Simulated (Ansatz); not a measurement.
Job for Ansatz (an electronic-structure program): U-PBE/def2-TZVPP on GaSn, 2S+1 = 4, a spin state set in the input, which need not be the lowest, a point of a bond scan (R = 2.669 Å). Elements past Kr take the def2 small-core potentials; no spin–orbit coupling.

Ansatz 0.2 input:
```yaml
crystal:
  periodic: [false, false, false]
  atoms:
    - {symbol: Ga, position_ang: [0.00000000, 0.00000000, 0.00000000]}
    - {symbol: Sn, position_ang: [0.00000000, 0.00000000, 2.66884500]}
basis:
  gaussian:
    orbitals: def2-TZVPP
    pivot_positions_ang: [[0.00000000, 0.00000000, 0.00000000], [0.00000000, 0.00000000, 2.66884500]]
hamiltonian:
  xc: {name: PBE}
magnetization: {spin_polarized: true, initial_magnetization: 3}
output: {forces: true, orbitals: {seedname: ./end}}
```

It printed:

```
WARN ansatz: RAYON_NUM_THREADS=1 ignored (pool sized by the plan → 1); use --threads N
Functional definition: PBE
integrals: 0.03 GiB planned
756 factors; their error is unknown
mean field: 0.29 GiB planned
mean field evaluation 1: about -58200.2762 eV, gradient 1.8e1 eV
mean field evaluation 2: about -58196.8444 eV, gradient 3.3e1 eV
mean field evaluation 4: about -58201.0755 eV, gradient 9.1e-1 eV
mean field evaluation 8: about -58201.0653 eV, gradient 3.7e-2 eV
mean field evaluation 16: about -58201.0653 eV, gradient 9.6e-6 eV
mean field -58201.06526079 eV, -2138.8496982352 hartree, gradient 9.6e-6 eV, S^2 3.751706; 0 other end points of the search recorded, 0 dependent functions left out
the calculation of the forces begins
reference -58201.06529409 eV, -2138.8496994588 hartree; 28, 25 occupied and 70, 73 virtual orbitals, 756 factors
Total energy: -58201.06529409 eV, -2138.8496994588 hartree
Atom 0 at     0.000000     0.000000     0.000000 Å, force    -0.000000    -0.000000    -0.070386 eV/Å
Atom 1 at     0.000000     0.000000     2.668845 Å, force     0.000000     0.000000     0.070386 eV/Å
Dipole moment:    -0.000000     0.000000    -0.119608 e Å
```

The calculation finished and met its thresholds.

Cost: around 1.7 core-seconds (rough).
